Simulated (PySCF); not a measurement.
## UHF on Ca⁺ (calcium, charge +1)

Configuration: [Ar] 4s1, 2S determinant. All numbers are calculated (PySCF 2.14, the non-relativistic Hamiltonian (point nucleus), in pcseg-2 (6s4p3d, 33 functions)).

| Property | Result |
| --- | --- |
| Total energy | -676.555773 hartree |
| One-electron energy | -921.9219 hartree |
| Hartree (Coulomb) energy | 280.4613 hartree |
| Exchange energy | -35.0952 hartree |
| Kinetic energy | 677.16996 hartree |
| ⟨S²⟩ | 0.7502 |
| ⟨L²⟩ | 0.000 |
| Sum of ⟨r⟩ | 16.51 bohr |
| Sum of ⟨r²⟩ | 31.33 bohr² |
| Density at the nucleus (Gaussians lack the cusp) | 5260 bohr⁻³ |
| Spin density at the nucleus | 2.18 bohr⁻³ |
| Langevin diamagnetic susceptibility | -24.8 ×10⁻⁶ cm³/mol |
| Time after the integrals | 0.05 s of wall time on 1 thread of Neoverse-V2 (shared host) |

| shell | electrons | mean orbital energy (eV) | rms radius, mean of both spins (bohr) |
| --- | --- | --- | --- |
| 1s α | 1 | -4070.0 | 0.0897 |
| 1s β | 1 | -4069.9 | 0.0897 |
| 2s α | 1 | -463.81 | 0.396 |
| 2s β | 1 | -463.69 | 0.396 |
| 2p α | 3 | -377.01 | 0.364 |
| 2p β | 3 | -376.97 | 0.364 |
| 3s α | 1 | -67.629 | 1.24 |
| 3s β | 1 | -67.313 | 1.24 |
| 3p α | 3 | -42.993 | 1.38 |
| 3p β | 3 | -42.873 | 1.38 |
| 4s α | 1 | -11.339 | 3.96 |
